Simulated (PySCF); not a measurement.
Computed with PBE0-D4/def2-TZVP in PySCF. Isolated molecules, 0 K electronic values unless said otherwise. One relaxed conformer stands for a flexible species; it need not be the lowest. Excitations are Tamm–Dancoff values on a coarser integration grid. The basis has no diffuse functions, so Rydberg states are missing or too high.

Reference species (SMILES): `NB(N)S` (N–B–S–H torsion 180°) (neutral, multiplicity 1).

The S1–T1 gap (TDA) is 0.46 eV, the S1 excitation (TDA) is 5.83 eV and the T1 excitation (TDA) is 5.37 eV.

After one change: the S1–T1 gap (TDA) falls by 0.03 eV; the S1 excitation (TDA) falls by 0.04 eV; the T1 excitation (TDA) is nearly the same.

**Question.** Name the change that produced these shifts. The new species is one of these.
A. `NB(N)N`
B. `NB(S)S` (S–B–S–H torsion -180°, S–B–S–H torsion 0°)
C. `SB(S)S`

**Answer.** B, `NB(S)S` (S–B–S–H torsion -180°, S–B–S–H torsion 0°)
